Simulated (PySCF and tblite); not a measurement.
5 regioisomers of C₆H₇BN₂O₃:

| isomer | SMILES |
| --- | --- |
| A | [CH3:1][C:2](=[O:3])[c:4]1[cH:5][n:6][n:7][c:8]([B:9]([OH:10])[OH:11])[cH:12]1 |
| B | [CH3:1][C:2](=[O:3])[c:4]1[cH:5][cH:6][n:7][n:8][c:9]1[B:10]([OH:11])[OH:12] |
| C | [CH3:1][C:2](=[O:3])[c:4]1[n:5][n:6][cH:7][cH:8][c:9]1[B:10]([OH:11])[OH:12] |
| D | [CH3:1][C:2](=[O:3])[c:4]1[cH:5][cH:6][c:7]([B:8]([OH:9])[OH:10])[n:11][n:12]1 |
| E | [CH3:1][C:2](=[O:3])[c:4]1[cH:5][n:6][n:7][cH:8][c:9]1[B:10]([OH:11])[OH:12] |

Protocol: conformer search, at most 4 conformers an isomer, GFN2-xTB geometries, energies PBE0/6-31G* (D3(BJ) added where defined), GIAO shieldings PBE0/6-31G*, weights at 298.15 K with GFN2-xTB thermal terms. Programs: PySCF with density fitting and tblite.

Problem. What shifts does each isomer give (ppm)?

Solution. 
A: ¹H (against TMS): 9.87 (H5, 1H), 8.18 (H12, 1H), 2.57 (H1, 3H). ¹³C (against TMS): 190.4 (C2), 154.1 (C8), 140.0 (C5), 123.5 (C12), 121.6 (C4), 27.2 (C1). ¹¹B (against BF3·OEt2): 22.1 (B9). ¹⁵N (against NH3): 437.6 (N7), 409.7 (N6).

B: ¹H (against TMS): 9.48 (H6, 1H), 6.97 (H5, 1H), 2.57 (H1, 3H). ¹³C (against TMS): 194.9 (C2), 146.4 (C9), 143.3 (C6), 143.2 (C4), 114.4 (C5), 33.2 (C1). ¹¹B (against BF3·OEt2): 21.9 (B10). ¹⁵N (against NH3): 417.7 (N8), 404.1 (N7).

C: ¹H (against TMS): 9.47 (H7, 1H), 7.44 (H8, 1H), 2.95 (H1, 3H). ¹³C (against TMS): 195.3 (C2), 152.9 (C4), 144.1 (C7), 133.7 (C9), 122.6 (C8), 25.4 (C1). ¹¹B (against BF3·OEt2): 22.5 (B10). ¹⁵N (against NH3): 409.3 (N5), 404.9 (N6).

D: ¹H (against TMS): 8.17 (H6, 1H), 8.15 (H5, 1H), 2.91 (H1, 3H). ¹³C (against TMS): 191.8 (C2), 153.9 (C7), 147.7 (C4), 127.4 (C6), 119.4 (C5), 27.8 (C1). ¹¹B (against BF3·OEt2): 21.9 (B8). ¹⁵N (against NH3): 411.5 (N11), 405.2 (N12).

E: ¹H (against TMS): 9.82 (H8, 1H), 9.65 (H5, 1H), 2.60 (H1, 3H). ¹³C (against TMS): 193.6 (C2), 147.4 (C8), 139.6 (C5), 129.5 (C9), 129.4 (C4), 26.0 (C1). ¹¹B (against BF3·OEt2): 23.2 (B10). ¹⁵N (against NH3): 432.3 (N7), 411.0 (N6). H not on carbon is left out.

H on N, O and S are left out: they exchange, and hydrogen bonds move them by several ppm. Unscaled ¹⁵N shifts at such levels can be off by tens of ppm; differences between conformers or isomers are more reliable. Shifts are unscaled: against experiment ¹³C can be off by 15 ppm or more and ¹H by 0.8 ppm. At least one structure keeps an imaginary mode at the tight-binding level. The search found a single conformer for at least one isomer; other rotamers may be missing.


¹⁵N shifts are against a computed isolated NH3 molecule, about 20 ppm from the liquid.